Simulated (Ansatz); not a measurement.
Computed with Ansatz on PBE0-D4/def2-TZVP structures; ΔE is electronic, products minus reactants. CCSD(T)/CBS is the MP2 limit (def2-TZVPP, def2-QZVPP) plus CCSD(T) − MP2 in def2-TZVPP, frozen cores. This one scheme is used for every species. DFT in def2-TZVPP. HSE06 is defined as in plane-wave codes. def2 core potentials past Kr. For Br, In outer-core shells are correlated without core-valence functions, which leaves a few kJ/mol of doubt a bond. Scalar relativity is left out up to krypton. One conformer a species, not always the lowest.

Consider the cleavage of the Si–Si bond: `F[Si](F)([SiH3])Br` + `[OH][InH2]` → `F[Si](F)(Br)[O][InH2]` + SiH₄.

**Question.** Is it downhill or uphill in electronic energy at CCSD(T)/CBS, and by how much? (Estimate.)

**Answer.** The calculation gave: Downhill: ΔE = -1.69 eV.

**Question.** What do these levels give: PBE-D4, r2SCAN-D4, PBE0-D4, HSE06-D4, r2SCAN0, HSE06, BHLYP, CAM-B3LYP, LC-ωPBE, HF/def2-SVP, MP2/def2-TZVPP, CCSD(T)/def2-TZVPP? (Estimate.)

**Answer.** The calculation gave: PBE-D4 -1.33, r2SCAN-D4 -1.61, PBE0-D4 -1.50, HSE06-D4 -1.50, r2SCAN0 -1.69, HSE06 -1.48, BHLYP -1.79, CAM-B3LYP -1.70, LC-ωPBE -1.58, HF/def2-SVP -2.02, MP2/def2-TZVPP -1.78, CCSD(T)/def2-TZVPP -1.73 eV.

Largest T1 diagnostic among the species: 0.017.

In def2-TZVPP, CCSD(T) changes the Hartree–Fock value by +0.28 eV (the triples alone add +0.04 eV) and MP2 by +0.23 eV. Leaving LDA and LC-ωPBE aside and taking each functional with its dispersion term where it has one, the values, not all of them listed here, spread over 0.49 eV, from BHLYP-D4 to PBE-D4. LDA lies −0.09 eV from PBE without D4.
